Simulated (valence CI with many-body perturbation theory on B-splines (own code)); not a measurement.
## Run record, K4+

Computed by relativistic CI+MBPT: five valence electrons over a frozen Dirac-Fock core [Ne], a basis of 6 s, 6 p, 5 d, 3 f, 1 g functions for each j, with the one-electron correlation potential Σ1 (screened to all orders), the two-electron term Σ2, the three-electron term Σ3, Breit, model QED; selected single and double excitations, second order for the rest, scaled by the run's own slope (own B-spline code, finite nucleus).

Command, and the settings that its task file holds:

```sh
python run_cv.py task.json out
```

```
atom K  Z=19  mass_number=39  rms_radius_fm=3.4349
core [Ne]
valence 3s2 3p3
avg = 1
basis = S
breit = 1
cap = 10000
capref = 1200
cscale = 1
de = 0.0
dress = 0
eps = 2e-08
extrap = 1
h = 0.33
hh = 1
l2 = 3
lcore = 3
maxit = 60
n2 = 5
natural = 1
nlev = 21
nno = [3, 3, 3, 2, 1]
nroot = 26
nsp = [3, 3, 2, 1, 0]
pt2 = 1
qed = 1
rpa = 1
s1 = 1
s2 = 1
s3 = 1
screen = 1
tol = 2e-05
whole = 1
```

It took 52 s on 1 thread of Intel(R) Xeon(R) Platinum 8259CL CPU @ 2.50GHz (Skylake/Cascade Lake), with other jobs on the host.

Log. The first blocks belong to the next ion, which gives the ionisation energy. Fields: 2J, parity (1 odd), roots, reference size, generating configurations, candidates as configurations/state functions, variational space P, stored matrix elements, Davidson steps; e2 is the range of second-order energies in hartree. The first line gives the box (bohr), its intervals, the orbitals and the steps of their self-consistent field. Window is the range of levels sought, series limit the energy at which the first omitted orbital would enter, core excitation an estimate of the first excitation out of the core, left out the lowest levels not solved, and shifts from estimates the range by which levels moved from their first estimate, all in cm⁻¹.

```
rmax 15.8 intervals 56 orbitals 36 references ['3s2 3p3', '3s 3p4', '3s2 3p2 3d'] scf 8 t 1.5
2J=0 par=0 roots 2 ref 23 generators 12 cand 700/966 P 721/989 nnz 0 it 0
2J=0 par=0 roots 2 ref 23 generators 38 cand 2548/4237 P 3269/5226 nnz 1.6e+06 it 9
   second order: generators 69 cand 10211/19863 e2 -0.00008 -0.00006
2J=2 par=0 roots 2 ref 45 generators 13 cand 357/935 P 383/980 nnz 0 it 0
2J=2 par=0 roots 2 ref 45 generators 51 cand 1180/4000 P 1563/4980 nnz 2.6e+06 it 9
   second order: generators 86 cand 13758/62935 e2 -0.00099 -0.00041
2J=4 par=0 roots 2 ref 55 generators 17 cand 359/913 P 391/968 nnz 0 it 0
2J=4 par=0 roots 2 ref 55 generators 39 cand 1121/4024 P 1512/4992 nnz 2.9e+06 it 7
   second order: generators 70 cand 12244/75036 e2 -0.00060 -0.00047
reference levels 609, estimated 46, window 221795 1/cm; series limit 532763, core excitation 2354741
2J=3 par=1 roots 4 ref 70 generators 17 cand 235/1017 P 938/3583 nnz 1.7e+06 it 7
2J=3 par=1 roots 4 ref 70 generators 52 cand 1054/6379 P 1992/9962 nnz 9.4e+06 it 9
   second order: generators 122 cand 39045/519047 e2 -0.00385 -0.00109
2J=5 par=1 roots 2 ref 61 generators 14 cand 152/938 P 791/3389 nnz 1.6e+06 it 5
2J=5 par=1 roots 2 ref 61 generators 35 cand 996/6598 P 1787/9987 nnz 9.8e+06 it 7
   second order: generators 100 cand 37444/563218 e2 -0.00398 -0.00184
2J=1 par=1 roots 2 ref 45 generators 17 cand 251/961 P 1159/3482 nnz 1.4e+06 it 5
2J=1 par=1 roots 2 ref 45 generators 36 cand 1596/6480 P 2755/9962 nnz 7.4e+06 it 6
   second order: generators 96 cand 38174/293458 e2 -0.00117 -0.00104
2J=5 par=0 roots 6 ref 95 generators 23 cand 203/1016 P 852/3602 nnz 1.6e+06 it 7
2J=5 par=0 roots 6 ref 95 generators 63 cand 963/6352 P 1815/9954 nnz 8.9e+06 it 10
   second order: generators 161 cand 44397/701173 e2 -0.00679 -0.00313
2J=3 par=0 roots 6 ref 98 generators 21 cand 192/1029 P 904/3621 nnz 1.6e+06 it 14
2J=3 par=0 roots 6 ref 98 generators 59 cand 1118/6372 P 2022/9993 nnz 8.5e+06 it 16
   second order: generators 144 cand 39611/509738 e2 -0.00594 -0.00223
2J=1 par=0 roots 5 ref 66 generators 21 cand 261/976 P 1216/3524 nnz 1.2e+06 it 17
2J=1 par=0 roots 5 ref 66 generators 57 cand 1537/6471 P 2753/9995 nnz 7.4e+06 it 14
   second order: generators 142 cand 39898/308318 e2 -0.00271 -0.00092
2J=7 par=0 roots 4 ref 62 generators 20 cand 166/882 P 837/3450 nnz 1.6e+06 it 6
2J=7 par=0 roots 4 ref 62 generators 53 cand 869/6545 P 1706/9995 nnz 9.9e+06 it 8
   second order: generators 132 cand 42151/712434 e2 -0.00560 -0.00470
2J=9 par=0 roots 2 ref 34 generators 12 cand 187/877 P 1005/3494 nnz 1.4e+06 it 6
2J=9 par=0 roots 2 ref 34 generators 35 cand 762/6404 P 1767/9898 nnz 1e+07 it 7
   second order: generators 93 cand 33048/514501 e2 -0.00379 -0.00314
left out: unestimated 314541, estimated 261139, shifts from estimates -27 to 152
operators 0.9
```

The Davidson iterations converged.

Set against measurement, 14 paired levels are off by 343 cm⁻¹ on average, the worst by 1455. These come from a selection out of Sansonetti, J. Phys. Chem. Ref. Data 37, 7 (2008). Levels without a partner in it may be off by more. Among the levels kept, up to 1500 cm⁻¹ of a level comes from second order outside the variational space, and about a tenth of that is noise between levels of different J, which matters for small intervals. 2 measured levels below the end of the list, from 206720 cm⁻¹ on, found no clear computed partner, and computed levels of the same name lie up to 6601 cm⁻¹ from them.

| Item | Value |
| --- | --- |
| Valence energy | -23.15008 hartree |
| Ionisation energy | 81.799 eV (NIST: 82.66 ± 0.16 eV (semi-empirical)) |
| Reference configurations for the orbitals | 3s2 3p3, 3s 3p4, 3s2 3p2 3d |
| Radial orbitals | 36 |
| Box radius | 15.75 bohr |
| Largest variational space | 9995 |
| Lowest levels | 3s²3p³ ⁴S°_3/2 0.0, 3s²3p³ ²D°_3/2 24370, 3s²3p³ ²D°_5/2 24602, 3s²3p³ ²P°_1/2 40224, 3s²3p³ ²P°_3/2 40541, 3s3p⁴ ⁴P_5/2 136530, 3s3p⁴ ⁴P_3/2 137930, 3s3p⁴ ⁴P_1/2 138690, 3s3p⁴ ²D_3/2 169660, 3s3p⁴ ²D_5/2 169780, 3s²3p²3d ²P_3/2 194690, 3s²3p²3d ²P_1/2 196220, 3s3p⁴ ²S_1/2 206310, 3s²3p²3d ⁴F_3/2 213250 cm⁻¹ |

Names give the largest LS component (configuration and term), which can be under half, so a name can repeat, a term be missing and a line seem to break the LS rules; names also repeat where a configuration has a term twice.
